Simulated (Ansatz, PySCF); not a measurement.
ZnCl, SMILES [Cl][Zn] (connectivity only; charge and spin as stated), neutral, multiplicity 2. Atoms are numbered in the order given.

```xyz
2

Zn     0.0000     0.0000    -0.7789
Cl     0.0000     0.0000     1.3805
```
Charge 0, spin multiplicity 2.

Geometry: PBE0-D3(BJ)/def2-TZVP. The spin state was assumed, not searched.

Two levels are set side by side: PBE-D3(BJ)/def2-TZVP (Ansatz, a first-principles code) and PBE0-D3(BJ)/def2-TZVP (Ansatz). Each level has its own optimised geometry; the coordinates shown are those of the second. Frequencies come from the Hessian of PySCF at each geometry. Differences are taken from unrounded values.

```
quantity                            PBE0-D3(BJ)  PBE-D3(BJ)  PBE-D3(BJ) minus PBE0-D3(BJ)
----------------------------------  -----------  ----------  ----------------------------
bond Zn1–Cl2 (Å)                          2.159       2.175                         0.016
highest harmonic wavenumber (cm⁻¹)          371         351                           -20
mean harmonic wavenumber (cm⁻¹)             371         351                           -20
zero-point energy (kcal/mol)               0.53        0.50                         -0.03
```
